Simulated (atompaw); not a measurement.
## Before and after: PAW (atompaw) potential for oxygen (O)

* Element: O (Z = 8)
* Generator: atompaw 4.2.0.5
* Type: PAW
* Functional: LDA (PW92)
* Relativity: scalar-relativistic
* Frozen core: [He]
* Valence charge: 6
* Reference configuration: 2s2 2p3.5 (charge +0.5)
* Partial waves: 2s (bound): rc 2.05 bohr; 2s channel at -1.65 Ry: rc 1.00 bohr; 2p (bound): rc 2.05 bohr; 2p channel at -0.8 Ry: rc 2.05 bohr
* Local potential: troulliermartins scheme with l = 2 at 0 Ry, radius 1.40 bohr
* Core correction: smooth core density matched at 1.30 bohr
* Augmentation charge: sinc compensation charge, radius 1.95 bohr; PAW radius 2.05 bohr; waves and projectors: custom rrkj gramschmidtortho

Change: wave 2s (bound): rc 2.05 bohr becomes 2s (bound): rc 1.30 bohr.

Cutoffs: the cutoffs (Ry, on a coarse ladder) from which the occupation-weighted sum of valence levels, in a spherical-Bessel basis at the reference potential, stays within 10 and 1 mRy of its value at 400 Ry; they do not see the model core or the augmentation charge, which bear on the density cutoff.

Problem. What does the change do?

Solution. The potential gets harder (15 Ry and 21 Ry → 25 Ry and 35 Ry); the range in which the s phases agree widens (upper end 1.6 → at the end of the scan); neither file shows a bound ghost.

| quantity | base | changed |
| --- | --- | --- |
| cutoff, loose | 15 Ry | 25 Ry |
| cutoff, tight | 21 Ry | 35 Ry |
| loose cutoff by channel (10 mRy a level) | s 10 Ry, p 15 Ry | s 21 Ry, p 15 Ry |
| bound ghosts | none | none |
| s: phases at 2.05 bohr within 0.05 rad from the reference energy up to (Ry; the scan ends near 5) | 1.6 | to the end of the scan |
| p: phases at 2.05 bohr within 0.05 rad from the reference energy up to (Ry; the scan ends near 5) | 2.0 | 2.0 |
| lowest overlap eigenvalue by channel | s 0.09, p 1.00 | s 0.60, p 1.00 |

 The cutoffs see the waves, projectors and local potential, not the compensation charge or the core.
